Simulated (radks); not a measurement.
Task: Hg71+, configuration [He] 2s2 2p5 (the NIST ground configuration). Calculated with a radial shooting solver on a logarithmic mesh with Libxc functionals: Dirac Kohn-Sham, relativistic LDA (MacDonald-Vosko exchange, VWN5 correlation), spin-unpolarised, spherical densities, finite nucleus; open shells fill j = l - 1/2 first; Fermi nuclear charge, rms radius 5.4648 fm. Some entries of the table are withheld. Estimate them.

orbital,occ.,eigenvalue (hartree),r(max) (bohr),<r^2> (bohr^2)
1s1/2,2,(1),0.01027,0.0003833
2s1/2,2,-778.2832,(2),(3)
2p1/2,2,-762.3508,0.04316,0.003885
2p3/2,3,-688.2335,0.05039,0.004967

Result: 
(1) 1s1/2 eigenvalue (hartree): -3290.298
(2) 2s1/2 r(max) (bohr): 0.05896
(3) 2s1/2 <r^2> (bohr^2): 0.005546
